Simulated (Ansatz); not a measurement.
Isolated molecules relaxed with PBE0-D4/def2-TZVP in Ansatz; ΔE leaves out vibrations. CBS: MP2 limit from def2 TZ/QZ plus the TZ coupled-cluster correction, frozen cores. Functionals use def2-TZVPP. HSE06 is defined as in plane-wave codes. For Ge outer-core shells are correlated without core-valence functions, which leaves a few kJ/mol of doubt a bond. Scalar relativity is left out up to krypton. One conformer a species, not always the lowest.

Consider the cleavage of the Al–Si bond: `CC1=C[SiH]1[AlH2]` + `N[SiH2][GeH3]` → `[AlH2][NH][SiH2][GeH3]` + `CC1=C[SiH2]1`.

```json
{"level": "revPBE-D4", "ΔE (kJ/mol)": "-82.8", "difference from CCSD(T)/CBS": "18.8"}
{"level": "BLYP-D4", "ΔE (kJ/mol)": "-97.7", "difference from CCSD(T)/CBS": "3.9"}
{"level": "r2SCAN-D4", "ΔE (kJ/mol)": "-97.1", "difference from CCSD(T)/CBS": "4.5"}
{"level": "r2SCAN0-D4", "ΔE (kJ/mol)": "-99.0", "difference from CCSD(T)/CBS": "2.6"}
{"level": "HSE06-D4", "ΔE (kJ/mol)": "-86.6", "difference from CCSD(T)/CBS": "15.0"}
{"level": "ωB97X-V", "ΔE (kJ/mol)": "-100.8", "difference from CCSD(T)/CBS": "0.8"}
{"level": "r2SCAN0", "ΔE (kJ/mol)": "-98.7", "difference from CCSD(T)/CBS": "2.9"}
{"level": "HSE06", "ΔE (kJ/mol)": "-85.8", "difference from CCSD(T)/CBS": "15.8"}
{"level": "CCSD(T)/def2-SVP", "ΔE (kJ/mol)": "-107.9", "difference from CCSD(T)/CBS": "-6.3"}
{"level": "HF/def2-QZVPP", "ΔE (kJ/mol)": "-114.9", "difference from CCSD(T)/CBS": "-13.3"}
{"level": "CCSD(T)/CBS", "ΔE (kJ/mol)": "-101.6", "difference from CCSD(T)/CBS": "0"}
```

Largest T1 diagnostic among the species: 0.014.

From PBE to PBE0 (25 % exact exchange), in def2-TZVPP and without D4, ΔE moves by −5.5 kJ/mol. In def2-TZVPP, CCSD(T) changes the Hartree–Fock value by +11.5 kJ/mol (the triples alone add +2.2 kJ/mol) and MP2 by +5.4 kJ/mol. Leaving LDA and LC-ωPBE aside and taking each functional with its dispersion term where it has one, the values, not all of them listed here, spread over 26.0 kJ/mol, from BHLYP-D4 to PBE-D4. LDA lies −5.7 kJ/mol from PBE without D4.
